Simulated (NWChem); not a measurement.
GeICl$_{3}$; SMILES [Cl][Ge]([Cl])([Cl])[I]

All runs: NWChem. Geometry: optimised at PBE-D3(BJ)/def2-SVP. Not confirmed as a minimum by frequencies. def2 effective core potentials on I; no spin-orbit coupling. Level TPSS/def2-SVP: single points from the atomic guess with DIIS by default; each run changes one setting, and all converged runs end within 0.3 mHa of each other.

Task: Which setting needs the most SCF iterations, or fails (no DIIS, 40 % damping; occupation smearing of 0.005 Ha; level shift of 0.5 Ha throughout; DIIS on 20 Fock matrices; defaults)?

Result: no DIIS, 40 % damping, with 50 against 9 for the defaults.
| setting | SCF iterations |
|---|---|
| defaults | 9 |
| level shift of 0.5 Ha throughout | 13 |
| occupation smearing of 0.005 Ha | 9 |
| no DIIS, 40 % damping | 50 |
| DIIS on 20 Fock matrices | 8 |
